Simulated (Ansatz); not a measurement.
Cartesian coordinates in Å:
```
C -1.343 -0.833 -0.424
C -0.094 -0.499 -0.498
C 1.194 -0.236 -0.660
Sn 0.966 1.479 1.236
H -1.734 -1.593 -1.095
H -2.019 -0.378 0.289
H 1.523 0.453 -1.432
H 1.948 -0.860 -0.191
H 0.077 0.327 2.241
H -0.517 2.139 0.533
```

The species carries charge 0 and has multiplicity 1. Sn takes the def2 core potential. The bonds changed during the relaxation, so this is another structure than the one it started from.

Task: List the r2SCAN/def2-TZVPP orbital energies in eV (Ansatz 0.2.0). (Best estimate.)

Result: Computed: Occupied: -274.77, -274.33, -273.86, -136.11, -91.10, -90.84, -90.77, -25.43, -25.32, -25.25, -25.15, -25.03, -21.65, -19.24, -14.21, -12.37, -12.24, -12.21, -11.34, -7.92, -7.56, -6.82, -5.29. Lowest empty: -2.16, -1.16, -0.81, 0.55, 1.05, 2.07, 2.18, 3.17.
